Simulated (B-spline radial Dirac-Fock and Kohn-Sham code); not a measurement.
## Dipole and non-dipole photoemission parameters of Se⁵⁺ 2s

System: Se⁵⁺, [Ar] 3d10 4s1; threshold 1714.3 eV (orbital energy of the model). The computed values come from a radial atomic solver: Dirac-Hartree-Slater photoionisation with a Latter tail; cross sections with all multipoles, angular parameters from the dipole term and its interference with E2.

For linearly polarised light dσ/dΩ = σ/(4π) [1 + β P₂(cos θ) + (δ + γ cos²θ) sin θ cos φ], with θ from the polarisation vector and φ the angle between the beam and the projection of the electron momentum on the plane normal to the polarisation.

```tsv
hν (eV)	σ (kb)	β	γ
2000	59.6	1.998	0.333
2240	49.4	1.998	0.110
2510	40.8	1.998	-0.011
2940	30.9	1.998	-0.071
5414.7	?	?	?
5660	8.50	1.999	0.323
5930	7.70	1.998	0.374
6000	7.51	1.998	0.387
7930	4.07	1.998	0.740
9251.7	2.86	1.998	0.959
10800	1.99	1.998	1.194
```

Question: Give the values at Cr Kα (5414.7 eV).

Answer: σ = 9.33 kb, β = 1.999, γ = 0.277. For an s subshell δ is negligible.
